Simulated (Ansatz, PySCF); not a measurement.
System: germanium monoxide, GeO, net charge 0, singlet state. SMILES: [O]=[Ge]
Geometry from a B3LYP-D3(BJ)/def2-TZVP (Ansatz, a first-principles code) optimisation:
```
Ge
O 1 1.6325
```
Charge 0, spin multiplicity 1.

Wanted: atomisation energy (electronic, to ground-state atoms), in kcal/mol. Cores are frozen in the correlated levels unless marked. Open shells are spin-unrestricted. No spin-orbit coupling. The frozen core is the preceding noble-gas configuration, with the filled d and f shells of earlier blocks. Non-relativistic. The coupled-cluster limit lacks core correlation, which all-electron functionals hold. Basis-set limits of correlation are two-point, X^-3; Hartree-Fock from the larger set (for Q and 5 zeta extrapolated as (X+1)exp(-9√X)).

```tsv
level	program	atomisation energy (kcal/mol)	minus last row	rough core time
TPSSh-D4/def2-TZVPD	PySCF + dftd4	155.3	-5.4	-
wB97M-V/def2-TZVPD	Ansatz	157.2	-3.5	under 20 s
B2GP-PLYP-D4/def2-TZVPD	Ansatz + dftd4	159.7	-1.0	under 20 s
MP2/def2-SVP	Ansatz	156.6	-4.1	-
MP2/aug-cc-pVTZ	Ansatz	170.2	9.5	-
MP2/CBS(def2-TZVPPD,def2-QZVPPD)	Ansatz	174.8	14.1	-
SCS-MP2/6-31G*	Ansatz	149.9	-10.8	-
SCS-MP2/cc-pVTZ	Ansatz	161.4	0.7	-
CCSD(T)/cc-pVTZ	Ansatz	152.7	-8.0	under 20 s
CCSD(T)/CBS(cc-pVQZ,cc-pV5Z)	Ansatz	160.7	0.0	21 s
```

Core times are rough, on shared machines, summed over the molecules involved; a dash marks a level read off another run, or run on other hardware, by another program or under a memory cap.

The T1 diagnostic of CCSD in the largest basis is 0.030, which is high, so the coupled-cluster rows are less sure than usual.
